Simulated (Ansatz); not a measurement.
A made-up structure of HSeO2 (charge -1), singlet:

```csv
atom,x (Å),y (Å),z (Å)
O1,0.9609,0.3721,1.7031
Se2,-0.6950,0.2261,0.8641
O3,-0.4229,-0.1929,-1.0781
H4,0.1570,-0.4054,-1.4892
```

It is relaxed with PBE-D4/def2-SVPD and then PBE0-D4/def2-TZVPD (Ansatz 0.2.0). Atoms count as bonded within 1.22 times the sum of their covalent radii (H–H: 0.88 Å). The end point is not checked to be a true minimum.

Problem. Does its bonding change? (A judgement: the text doesn't fix the answer.)

Solution. By the calculation: No: no bond forms or breaks.

Where it ends: The first stage lowers the energy by 3.07 eV in 9 steps. It ends as HSeO₂ ([O][Se][OH]), total charge -1:
O1  (0.861, 0.468, 1.485)
Se2  (-0.613, -0.015, 0.826)
O3  (-0.393, 0.155, -1.039)
H4  (0.144, -0.607, -1.272)
(Å)

Labels in which every atom is bracketed show which atoms are joined, not bond orders.

For scale, one of the runs: PBE0-D4/def2-TZVPD relaxation, 146 basis functions, launched by `ansatz run in.yaml --threads 2 --pin off --events-out ev --progress --plain --max-ram 4352MiB`. Hardware: 2 CPU threads of an Arm Neoverse V1, shared host. Wall time about 23 s.
